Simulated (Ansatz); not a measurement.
Bend profile

SiHICl (SMILES Cl[SiH]I), doublet, at its PBE0-D4/def2-TZVP minimum:

```xyz
4
angstrom
Cl -1.8257 -0.6049 -0.1473
Si 0.0784 0.0513 -0.5339
I 1.7001 -1.0229 0.9257
H 0.1027 1.5163 -0.2649
```

The angle H4–Si2–I3 (108.4° at the minimum) is set to the values below, H4, with anything bonded beyond it, turning rigidly in the plane of the angle. Each method's energies count from its own value at the PBE0-D4 minimum structure. Computed with Ansatz 0.2.0 (basis: def2-TZVPP); correlated methods freeze the cores; orbitals are unrestricted. Filled d shells of the heavier atoms are correlated. Core potentials replace the inner electrons of the atoms past krypton. The def2 sets are not built for correlating such inner shells, so the correlated values are less sure here. B3LYP uses VWN-RPA correlation.

```json
{"angle (°)": "84.4", "CCSD(T) (kJ/mol)": "34.5", "MP2 (kJ/mol)": "35.2", "r2SCAN-D4 (kJ/mol)": "32.7", "PBE-D4 (kJ/mol)": "29.2", "wB97M-V (kJ/mol)": "32.6"}
{"angle (°)": "90.4", "CCSD(T) (kJ/mol)": "19.0", "MP2 (kJ/mol)": "19.4", "r2SCAN-D4 (kJ/mol)": "18.0", "PBE-D4 (kJ/mol)": "16.0", "wB97M-V (kJ/mol)": "17.7"}
{"angle (°)": "96.4", "CCSD(T) (kJ/mol)": "8.3", "MP2 (kJ/mol)": "8.4", "r2SCAN-D4 (kJ/mol)": "7.9", "PBE-D4 (kJ/mol)": "6.9", "wB97M-V (kJ/mol)": "7.5"}
{"angle (°)": "102.4", "CCSD(T) (kJ/mol)": "2.1", "MP2 (kJ/mol)": "2.1", "r2SCAN-D4 (kJ/mol)": "1.9", "PBE-D4 (kJ/mol)": "1.6", "wB97M-V (kJ/mol)": "1.8"}
{"angle (°)": "108.4", "CCSD(T) (kJ/mol)": "0.0", "MP2 (kJ/mol)": "0.0", "r2SCAN-D4 (kJ/mol)": "0.0", "PBE-D4 (kJ/mol)": "0.0", "wB97M-V (kJ/mol)": "0.0"}
{"angle (°)": "114.4", "CCSD(T) (kJ/mol)": "1.8", "MP2 (kJ/mol)": "1.9", "r2SCAN-D4 (kJ/mol)": "1.8", "PBE-D4 (kJ/mol)": "1.8", "wB97M-V (kJ/mol)": "2.0"}
{"angle (°)": "120.4", "CCSD(T) (kJ/mol)": "7.3", "MP2 (kJ/mol)": "7.6", "r2SCAN-D4 (kJ/mol)": "7.2", "PBE-D4 (kJ/mol)": "6.9", "wB97M-V (kJ/mol)": "7.6"}
{"angle (°)": "126.4", "CCSD(T) (kJ/mol)": "16.3", "MP2 (kJ/mol)": "16.9", "r2SCAN-D4 (kJ/mol)": "15.9", "PBE-D4 (kJ/mol)": "15.1", "wB97M-V (kJ/mol)": "16.5"}
{"angle (°)": "132.4", "CCSD(T) (kJ/mol)": "28.7", "MP2 (kJ/mol)": "29.7", "r2SCAN-D4 (kJ/mol)": "28.0", "PBE-D4 (kJ/mol)": "26.4", "wB97M-V (kJ/mol)": "28.8"}
```

Minimum and curvature along this coordinate at CCSD(T): A fifth-order fit through the nearest points gives 108.6°, with a curvature of about 1.1 meV/deg².

Largest difference from the CCSD(T) curve over the scan: PBE0-D4 2.2; B3LYP-D4 2.0; HF 7.1 kJ/mol. Each curve counts from its own value at the minimum.

No T1 diagnostic of these runs exceeds 0.014. ⟨S²⟩ of the unrestricted Hartree–Fock references: 0.76 (a pure state has 0.75).

For scale, one of the runs: CCSD(T)/def2-TZVPP, 148 basis functions (an equivalent command: `ansatz run in.yaml --threads 4`). The run took 54 s on 4 CPU threads (shared host), with 2.4 GiB of host memory at its peak.
